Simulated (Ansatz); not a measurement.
Conformers of CHFSSe, SMILES `FC(S)=[Se]`, each relaxed with PBE0-D4/def2-TZVP in Ansatz. CBS adds the triple-zeta coupled-cluster correction to the MP2 limit.

Outer-core shells of Se are correlated without core-valence functions. Scalar relativity is left out up to krypton. Spin–orbit coupling is left out.

Not all of them had a frequency check.

Conformer A:

Z-matrix (Å, degrees):
```
C
F 1 1.328
Se 1 1.755 2 122.6
S 1 1.723 2 113.2 3 -180.0
H 4 1.348 1 96.8 2 -0.0
```

Conformer B:

Z-matrix (Å, degrees):
```
C
F 1 1.328
Se 1 1.756 2 122.0
S 1 1.731 2 108.0 3 -180.0
H 4 1.341 1 94.4 2 -180.0
```

(1) Which is lowest in electronic energy at CCSD(T)/CBS (frozen core, def2 sets), and by how much? (An estimate is asked.)

(2) Give the energies relative to B (kJ/mol) with ωB97X-V/def2-TZVPP, B2PLYP/def2-TZVPP, PBE/def2-TZVPP, MP2/def2-TZVPP, SCS-MP2/def2-QZVPP, HF/CBS(def2), CCSD/CBS(def2). (Estimate.)

## Answers

(1) The calculation gave: B; A lies 1.8 kJ/mol higher. Gaps under about 2 kJ/mol don't settle the order.

(2) Ansatz gave: 
```json
{"level": "ωB97X-V/def2-TZVPP", "A": "1.9"}
{"level": "B2PLYP/def2-TZVPP", "A": "1.3"}
{"level": "PBE/def2-TZVPP", "A": "0.1"}
{"level": "MP2/def2-TZVPP", "A": "2.0"}
{"level": "SCS-MP2/def2-QZVPP", "A": "1.8"}
{"level": "HF/CBS(def2)", "A": "2.9"}
{"level": "CCSD/CBS(def2)", "A": "1.9"}
```
